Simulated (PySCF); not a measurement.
**How methods differ on the ionisation energy of Si²⁺**

Si²⁺ [Ne] 3s2 (1S) → Si³⁺ [Ne] 3s1 (2S), as a difference of total energies. All numbers are calculated (PySCF 2.14, the non-relativistic Hamiltonian (point nucleus), in dyall-av2z (13s9p2d, 50 functions)). Correlated levels: valence: [Ne] frozen; virtual orbitals above 40 to 60 times the deepest correlated orbital energy dropped. The calculations carry no spin-orbit coupling.

```csv
method,ionisation energy (eV),error (eV)
UHF,31.958,-1.535
LDA,33.530,+0.037
PBE,33.393,-0.100
PBE0,33.255,-0.238
r2SCAN,32.862,-0.631
B3LYP,33.548,+0.055
wB97X-V,33.247,-0.246
PW91,33.465,-0.028
BP86,33.459,-0.034
MP2 (valence),32.757,-0.736
SCS-MP2 (valence),32.916,-0.577
```

Reference: 33.493 eV (measured; NIST Atomic Spectra Database, ionization energies).

Errors of the correlated levels include the incompleteness of this basis and the frozen core.

MP2 underrates the near-degeneracy of ns² with np² in the lower species.
